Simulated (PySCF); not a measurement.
Computed IR spectrum (relative IR intensity) of a molecule C4H8BN. Geometry optimised at PBE-D3(BJ)/def2-SVP. One conformer was computed; it need not be the lowest. Computed with PBE-D3(BJ)/def2-SVP (PySCF). No scaling factor is applied to the harmonic values.

ν (cm⁻¹): 351 (w), 516 (vs), 665 (m), 929 (w), 1088 (w), 1112 (w), 1208 (m), 1347 (w), 1407 (s), 1560 (vs), 1640 (w), 2939 (m), 2942 (w), 2970 (m), 3083 (w), 3107 (m), 3509 (w), 3606 (w) (against the strongest line: vs over 80 %, s over 45 %, m over 15 %, w over 4 %, vw less)

Question: Identify the compound among the candidates.
(A) C[C@@H]1C=CB1N
(B) NB1C=CCC1
(C) NB1CC=CC1
(D) CB1C=NCC1

Answer: C, NB1CC=CC1
